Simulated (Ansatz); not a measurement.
`[Cl][GeH]([Cl])[GeH3]` + H₂ → `[Cl][GeH2][Cl]` + GeH₄ at 600 K and 1 bar (hydrogenolysis of a Ge–Ge bond).

Gas-phase electronic energies from Ansatz, PBE0-D4/def2-TZVP geometries. CBS: MP2 limit from def2 TZ/QZ plus the TZ coupled-cluster correction, frozen cores. This one scheme is used for every species. For Ge outer-core shells are correlated without core-valence functions, which leaves a few kJ/mol of doubt a bond. Scalar relativity is left out up to krypton.

| species | CCSD(T)/CBS energy (Eh) | H − E (kJ/mol) | S (J/(mol·K)) |
| --- | --- | --- | --- |
| `[Cl][GeH]([Cl])[GeH3]` | -5074.27121 | 151.4 | 471.7 |
| H₂ | -1.17544 | 43.9 | 150.8 |
| `[Cl][GeH2][Cl]` | -2996.94498 | 87.0 | 354.5 |
| GeH₄ | -2078.49493 | 105.8 | 256.4 |

H − E and S are ideal-gas, rigid-rotor, harmonic terms from PBE0-D4/def2-TZVP. The MP2-based limit puts H₂ 0.8 mEh under its directly extrapolated value; such offsets cancel only in part. 1 Eh = 2625.50 kJ/mol, R = 8.31446 J/(mol·K).

Q: By hand: ΔE, ΔH, ΔS and ΔG.

A: ΔE = (-2996.94498) + (-2078.49493) − (-5074.27121) − (-1.17544) = 0.00674 Eh = 17.7 kJ/mol. Δ(H − E) = 87.0 + 105.8 − 151.4 − 43.9 = -2.5, so ΔH = 15.2 kJ/mol. ΔS = 354.5 + 256.4 − 471.7 − 150.8 = -11.6 J/(mol·K). ΔG = 15.2 − 600 × (-11.6)/1000 = 22.2 kJ/mol.

Q: By hand: the equilibrium constant, and the temperature at which ΔG would vanish if ΔH and ΔS stayed fixed.

A: log₁₀ K = −ΔG/(RT ln 10) = -1.9. ΔH and −TΔS have one sign here, so there is no such temperature.

TΔS isn't small against ΔH here. A doubt of 5 kJ/mol in ΔE shifts log₁₀ K by 0.4 here. These are equilibria of isolated gas molecules and say nothing of rates. Largest T1 diagnostic: 0.012 (customary marks: 0.02 for closed shells, 0.045 for open ones).
